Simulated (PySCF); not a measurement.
**Electron correlation in Ir²⁺ (iridium, charge +2)**

[Xe] 4f14 5d6 6p1, one real determinant (an excited configuration). Calculation: PySCF 2.14, in x2c-TZVPPall (11s7p7d3f1g, 97 functions); scalar relativity by spin-free X2C-1e. Frozen: [Xe] 4f14; 7 electrons correlated.

```csv
level,correlation energy (mhartree)
CCSD,-116.15
(T),-3.65
CCSD(T),-119.80
```

Diagnostics: T1 = 0.0064, D1 = 0.0192, largest double amplitude 0.092.

The real determinant used has ⟨L²⟩ near 8 against 12 for a pure F term, so it mixes terms. Spin-orbit coupling, absent here, splits the open shell strongly.

Cost of the coupled-cluster step: roughly 5 core-seconds, for 7 correlated electrons.

Iterations:

```
CC2 = 0
CCSD nocc = (np.int64(6), np.int64(1)), nmo = (63, 63)
frozen orbitals [[0, 1, 2, 3, 4, 5, 6, 7, 8, 9, 10, 11, 12, 13, 14, 15, 16, 17, 18, 19, 20, 21, 22, 23, 24, 25, 26, 27, 28, 29, 30, 31, 32, 33], [0, 1, 2, 3, 4, 5, 6, 7, 8, 9, 10, 11, 12, 13, 14, 15, 16, 17, 18, 19, 20, 21, 22, 23, 24, 25, 26, 27, 28, 29, 30, 31, 32, 33]]
max_cycle = 100
direct = 0
conv_tol = 1e-08
conv_tol_normt = 1e-06
diis_space = 8
diis_start_cycle = 0
Init t2, MP2 energy = -0.107595084021946
Init E_corr(UCCSD) = -0.107595084022186
cycle = 1  E_corr(UCCSD) = -0.11310501143953  dE = -0.00550992742  norm(t1,t2) = 0.0275991
cycle = 2  E_corr(UCCSD) = -0.114134736778135  dE = -0.00102972534  norm(t1,t2) = 0.0166459
cycle = 3  E_corr(UCCSD) = -0.115374996222974  dE = -0.00124025944  norm(t1,t2) = 0.0126751
cycle = 4  E_corr(UCCSD) = -0.115734783636228  dE = -0.000359787413  norm(t1,t2) = 0.0075034
cycle = 5  E_corr(UCCSD) = -0.116056226011101  dE = -0.000321442375  norm(t1,t2) = 0.00460309
cycle = 6  E_corr(UCCSD) = -0.116090558143425  dE = -3.43321323e-05  norm(t1,t2) = 0.00268055
cycle = 7  E_corr(UCCSD) = -0.116113464160556  dE = -2.29060171e-05  norm(t1,t2) = 0.0143018
cycle = 8  E_corr(UCCSD) = -0.11615553740541  dE = -4.20732449e-05  norm(t1,t2) = 0.000888057
cycle = 9  E_corr(UCCSD) = -0.116150638478856  dE = 4.89892655e-06  norm(t1,t2) = 0.000318379
cycle = 10  E_corr(UCCSD) = -0.116152311195304  dE = -1.67271645e-06  norm(t1,t2) = 0.00012909
cycle = 11  E_corr(UCCSD) = -0.116152025830256  dE = 2.85365048e-07  norm(t1,t2) = 5.80803e-05
cycle = 12  E_corr(UCCSD) = -0.116152007229792  dE = 1.86004644e-08  norm(t1,t2) = 2.45467e-05
cycle = 13  E_corr(UCCSD) = -0.116151467430515  dE = 5.39799277e-07  norm(t1,t2) = 1.17316e-05
cycle = 14  E_corr(UCCSD) = -0.11615151463704  dE = -4.72065254e-08  norm(t1,t2) = 2.86428e-06
cycle = 15  E_corr(UCCSD) = -0.116151598769932  dE = -8.41328914e-08  norm(t1,t2) = 1.42291e-06
cycle = 16  E_corr(UCCSD) = -0.116151616447192  dE = -1.76772609e-08  norm(t1,t2) = 6.61271e-06
cycle = 17  E_corr(UCCSD) = -0.116151626939764  dE = -1.04925718e-08  norm(t1,t2) = 7.17831e-07
cycle = 18  E_corr(UCCSD) = -0.116151623051137  dE = 3.88862734e-09  norm(t1,t2) = 3.98944e-07
UCCSD converged
E(UCCSD) = -17822.88555345584  E_corr = -0.1161516230511369
UCCSD(T) correction = -0.00365111455803289
```

The reference is one real determinant that mixes LS terms of this configuration.
